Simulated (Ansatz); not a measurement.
Relaxation of Cl3FH2Zr (7 atoms, charge 0, multiplicity 1), to a largest force component of 0.03 eV/Å in at most 50 steps.

All numbers below come from UKS PBE-D4/def2-SVP (Ansatz 0.2.0).

```xyz
7
Properties=species:S:1:pos:R:3:forces:R:3
Zr -0.174 0.921 -0.194 0.93 -0.98 0.34
F 0.048 -2.620 0.475 -0.99 -0.46 -0.09
Cl -1.042 0.114 -2.192 0.00 0.00 0.00
Cl -1.687 0.847 1.566 0.00 0.00 0.00
Cl 0.684 3.062 -0.466 0.00 0.01 0.00
H 0.781 -2.065 0.508 1.00 0.82 0.03
H 1.390 -0.259 0.303 -0.94 0.61 -0.28
```

**Question.** Where does it end, and by what steps?

**Answer.** The run converged. After 23 steps the energy has fallen by 2.322 eV; H6 moved furthest, 1.75 Å. Parted: Zr1–H7 (2.02 → 4.04 Å), F2–H6 (0.92 → 2.72 Å). Joined: Zr1–F2 (3.61 → 1.90 Å), H6–H7 (1.92 → 0.77 Å).

| step | energy less start (eV) | largest force component (eV/Å) | accepted |
| --- | --- | --- | --- |
| 0 | 0.0000 | 0.999 | yes |
| 1 | 0.0299 | 2.113 | no |
| 2 | -0.1408 | 0.387 | yes |
| 3 | -0.1867 | 0.314 | yes |
| 4 | -0.2726 | 0.364 | yes |
| 5 | -0.4104 | 0.409 | yes |
| 6 | -0.5683 | 0.386 | yes |
| 7 | -0.6513 | 0.583 | yes |
| 8 | -0.7141 | 0.704 | yes |
| 9 | -0.6486 | 2.021 | no |
| 10 | -0.7806 | 0.418 | yes |
| 11 | -0.8809 | 0.843 | yes |
| 12 | -1.1628 | 1.397 | yes |
| 13 | -1.6449 | 1.207 | yes |
| 14 | -1.8871 | 0.977 | yes |
| 15 | -2.0266 | 0.645 | yes |
| 16 | -2.0783 | 0.532 | yes |
| 17 | -2.1319 | 0.407 | yes |
| 18 | -2.2380 | 0.207 | yes |
| 19 | -2.2953 | 0.366 | yes |
| 20 | -2.3154 | 0.105 | yes |
| 21 | -2.3188 | 0.085 | yes |
| 22 | -2.3209 | 0.095 | yes |
| 23 | -2.3222 | 0.022 | yes |

```xyz
7
Properties=species:S:1:pos:R:3
Zr -1.003 0.327 -0.230
F -0.326 -1.388 0.210
Cl -1.972 0.239 -2.357
Cl -2.609 0.940 1.356
Cl 0.735 1.892 -0.227
H 2.359 -1.314 0.644
H 2.816 -0.697 0.604
```

Run time: 74 s on 4 threads of Arm Neoverse V1, on a shared host, peak memory 0.21 GiB.
